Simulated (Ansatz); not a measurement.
The cluster Cu3. Total charge 0; doublet. Geometry r2SCAN-D4/def2-TZVP; atoms count from 1.

```xyz
3

Cu    0.6057    0.9449    0.6163
Cu    0.5392   -1.2847    0.1083
Cu   -1.1450    0.3398   -0.7246
```

The structure comes from a short search, and lower isomers may exist.

Question: Estimate the Mulliken populations from the PBE0/def2-TZVP orbitals of Ansatz.

Answer: 
```
atom  charge (e)  spin (α − β)  d electrons
 Cu1        0.16          0.02         9.92
 Cu2       -0.08          0.49         9.91
 Cu3       -0.08          0.49         9.91
```
Mulliken values and Mayer orders depend strongly on the basis.

Question: Where does the spin sit?

Answer: Summed by element: Cu 1.00, of 1 unpaired in all. Largest on single atoms: Cu2 0.49, Cu3 0.49, Cu1 0.02.

Question: And the Mayer bond orders between bonded heavy atoms (over 0.3)?

Answer: Cu1–Cu2 0.62 (2.29 Å); Cu1–Cu3 0.63 (2.29 Å); Cu2–Cu3 0.38 (2.48 Å).
